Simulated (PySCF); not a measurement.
C₃H₃N₂, SMILES N1=C[N]C=C1, multiplicity 2. Geometry optimised at PBE0-D3(BJ)/def2-SVP. The isomer is the one that the SMILES or the coordinates give; other isomers of the formula were not compared.

Computed with PBE0-D3(BJ)/def2-SVP (PySCF 2.14.0).

Harmonic wavenumbers (cm⁻¹): 516, 569, 765, 825, 885, 901, 927, 1005, 1055, 1199, 1203, 1293, 1329, 1507, 1569, 3231, 3244, 3252. Rotational constants (GHz): 10.70, 9.238, 4.957; symmetry number 2.

Task: Work out the zero-point energy and the ideal-gas rigid-rotor harmonic-oscillator thermochemistry at 298.15 K and 1 atm.

Result: ZPE = ½ Σ hcν = ½ × 25275 cm⁻¹ = 36.13 kcal/mol. H − E(el) = 39.03 kcal/mol. Entropy in cal/(mol K): translation 38.53, rotation 22.62, vibration 2.29, spin 1.38, total 64.81. G − E(el) = 19.71 kcal/mol. Cp = 14.59 cal/(mol K).
